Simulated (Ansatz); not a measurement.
C2H6O2Si, SMILES `C=C(O)[SiH2]O` from Hartree–Fock to CCSD(T)

```xyz
11

C    -1.617    0.571    0.204
C    -0.297    0.425    0.302
O     0.538    1.353    0.854
Si    0.613   -1.107   -0.286
O     1.795   -0.733   -1.368
H    -2.217   -0.199   -0.261
H    -2.137    1.452    0.576
H     0.027    2.118    1.145
H     1.184   -1.792    0.906
H    -0.350   -1.985   -0.987
H     2.460   -0.103   -1.085
```

Total charge 0; spin multiplicity 1. The structure was optimised at the PBE0-D4/def2-TZVP level. It is one conformer, not always the lowest. Frozen core, restricted reference, Ansatz. CBS rows extrapolate triple and quadruple zeta; past MP2 they add the triple-zeta difference.

```tsv
basis	HF (Eh)	MP2 corr.	CCSD corr.	(T)	CCSD(T) total
def2-SVP	?	-0.73286	?	-0.02187	?
def2-TZVPP	-518.02288	-0.92358	-0.95721	-0.03812	-519.01821
def2-QZVPP	-518.04295	-0.99330	–	–	–
CBS(def2)	?	?	-1.07858	as TZ	?
```

(1) Fill in the withheld values. (An estimate is asked.)

Answers

(1) The calculation gave: def2-SVP HF (Eh): -517.63446; def2-SVP CCSD corr.: -0.77736; def2-SVP CCSD(T) total: -518.43369; CBS(def2) HF (Eh): -518.04571; CBS(def2) MP2 corr.: -1.04494; CBS(def2) CCSD(T) total: -519.16241.
